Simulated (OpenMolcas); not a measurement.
**Nb I: from RASSCF to RASPT2**

```yaml
Program: OpenMolcas
Basis: ANO-RCC-VTZP [7s6p4d2f1g]
Scalar_Hamiltonian: DKH2, point nucleus
Active_space: 5 electrons in 9 orbitals (RAS2 4d 5s; RAS3 5p, at most 2 electrons)
State_averaging: 2S+1 = 6 even, 6 roots; 2S+1 = 4 even, 77 roots kept (CI in the orbitals of an earlier block, 50 in the spin-orbit step); 2S+1 = 2 even, 86 roots kept (CI in the orbitals of an earlier block); 2S+1 = 6 odd, 45 roots (36 in the spin-orbit step); 2S+1 = 4 odd, 85 roots kept (CI in the orbitals of an earlier block, 35 in the spin-orbit step); 2S+1 = 2 odd, 86 roots kept (CI in the orbitals of an earlier block, 6 in the spin-orbit step)
Spin-orbit_coupling: state interaction with AMFI integrals over the reference wave functions, term energies averaged over their components
```

Methods on the same reference wave functions:
A. RASSCF
B. SS-RASPT2, IPEA 0.25 Eh, imaginary shift 0.1 Eh (closed shells correlated: 4s 4p)
C. MS-RASPT2, IPEA 0.25 Eh, imaginary shift 0.1 Eh (closed shells correlated: 4s 4p)

Energies in cm-1 above 4d4 5s 6D 1/2, the measured ground level; measured values from NIST Handbook of Basic Atomic Spectroscopic Data.

```csv
Level,A,B,C,Measured
4d4 5s 6D 1/2,0.0,0.0,0.0,0.0
4d4 5s 6D 3/2,144,159,149,154
4d4 5s 6D 5/2,371,399,380,392
4d4 5s 6D 7/2,669,697,678,695
4d4 5s 6D 9/2,1027,1037,1031,1050
4d3 5s2 4F 3/2,4963,1168,873,1143
4d3 5s2 4F 5/2,5315,1525,1243,1587
4d3 5s2 4F 7/2,5778,1996,1733,2154
4d3 5s2 4F 9/2,6322,2550,2310,2805
4d4 5s 4P 1/2(1),8648,4700,4010,
4d4 5s 4P 3/2(1),9006,5050,4240,
4d4 5s 4P 5/2(1),9685,5720,4750,
4d4 5s 4D 1/2(1),10920,8960,8930,
4d4 5s 4D 3/2(1),11166,9270,9230,
4d4 5s 4D 5/2(1),11499,9610,9570,
4d3 5s 5p 6G* 3/2,11809,17640,17610,
4d4 5s 4D 7/2(1),11905,10040,10010,
4d3 5s 5p 6G* 5/2,12072,17900,17870,
4d3 5s 5p 6G* 7/2,12437,18270,18240,
4d3 5s 5p 6G* 9/2,12899,18740,18710,
4d3 5s 5p 6G* 11/2,13455,19290,19260,
4d3 5s2 2G 7/2,13649,9470,9440,
4d3 5s2 2G 9/2,14090,9920,9890,
4d3 5s 5p 6G* 13/2,14098,19930,19900,
```

Deviations, from unrounded energies. A percentage is the sum of absolute deviations over the sum of measured energies, with the sign that they share, or ± where signs differ.

```
                  Against measurement  Levels       A     B      C
       mean absolute deviation (cm-1)       8    1800    66    200
fine structure of the ground term (%)       4    -3.5  ±1.2   -2.3
             other configurations (%)       4  +191.0  ±6.5  -19.9
```

B lies closest to measurement on these levels and A furthest from it. The largest miss of B in the table is 4d3 5s2 4F 9/2, by -250 cm-1. The ranking rests on the paired levels alone, and a cruder setting can come out closer through cancelling errors.

Between B and C the level of the table that moves most is 4d4 5s 4P 5/2(1), by 970 cm-1 (lowest in C, highest in B). Moves below CASPT2's spread within the term are not significant.

The mean deviations of B to C differ by less than CASPT2's widest spread within a term (1800 cm-1), so their order carries little weight.

From A to B the spin-free energies of the other terms of 4d4 5s shown, above 6D, scale by factors of 0.54 to 0.83.

The lowest spin-free term lies below A's lowest term by 0.351 hartree in B, 0.351 hartree in C.

CASPT2 breaks the degeneracy within a term, and the mean is taken; among the terms shown or strongly mixed into the levels shown the widest spread is 1800 cm-1 (4d3 5s2 4F, C). Over all roots computed the reference weight is 0.86 to 0.91 in B, 0.86 to 0.91 in C; the roots of lowest weight are the least certain, and an intruder state may touch them. Some high roots are left out of the spin-orbit mixing, which shifts the levels that they would mix with. Terms from blocks run as CI alone lack orbitals of their own. Configurations are named by rounded mean occupations; where the s occupation lies near a half they are strongly mixed, a name can repeat and a true partner stay unpaired. A single d shell beside an s shell can misplace configurations of different d count against each other. Without dynamic correlation excited terms often stand tens of per cent too high (terms of higher spin than the ground term too low), and those without a measured partner can miss by more than the paired ones (holds for A). Blocks of more than 70 roots (2S+1 = 2 even) ran without multistate coupling (holds for C). The CASPT2 spread within a term exceeds the gap to the next term for 4d4 5s 6D and 4d3 5s2 4F, so the order of their levels is uncertain, and so are names and mixing where such terms share a J (holds for C). Computed and measured levels are paired by configuration, term and J; levels that our copy of the source lacks, or whose pairing is in doubt (as where it misses far off the trend of its configuration), stay unpaired and out of the deviations. Levels of configurations outside the active space are missing. Levels that lie high or do not pair safely by name in every column are left out.

A number in round brackets counts repeated terms of one configuration in the order of the reference energies. * marks odd parity.
